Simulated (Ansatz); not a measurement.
Species: CH₃Be, charge 1, multiplicity 1. It need not be the lowest isomer of its formula. 
Coordinates optimised at B3LYP-D3(BJ)/def2-TZVP (Ansatz, an electronic-structure program):
```
C
H 1 1.0941
H 1 1.0941 2 109.78
H 1 1.0941 2 109.78 3 -120.77
Be 1 1.6556 2 109.16 4 -119.62
```
Charge +1, spin multiplicity 1.

Total electronic energies in hartree. Cores are frozen in the correlated levels unless marked. Spin-orbit coupling is left out. Non-relativistic. Basis-set limits of correlation are two-point, X^-3; Hartree-Fock from the larger set.

```
level                                        program  energy (Eh)
------------------------------------  --------------  -----------
HF/STO-3G                                     Ansatz    -53.27977
HF/def2-SVPD                                  Ansatz    -53.87461
B97M-V/def2-TZVPD                             Ansatz   (withheld)
BHLYP-D3(BJ)/def2-TZVPD               Ansatz + dftd3    -54.28889
MP2/def2-SVP                                  Ansatz    -54.03665
SCS-MP2/def2-TZVPPD                           Ansatz    -54.14613
CCSD/def2-SVP                                 Ansatz    -54.05655
CCSD/CBS(def2-TZVPPD,def2-QZVPPD)             Ansatz     -54.1817
CCSD(T)/CBS(def2-TZVPPD,def2-QZVPPD)          Ansatz     -54.1911
```

Fill in the missing entries.


- B97M-V/def2-TZVPD, energy (Eh): -54.34023
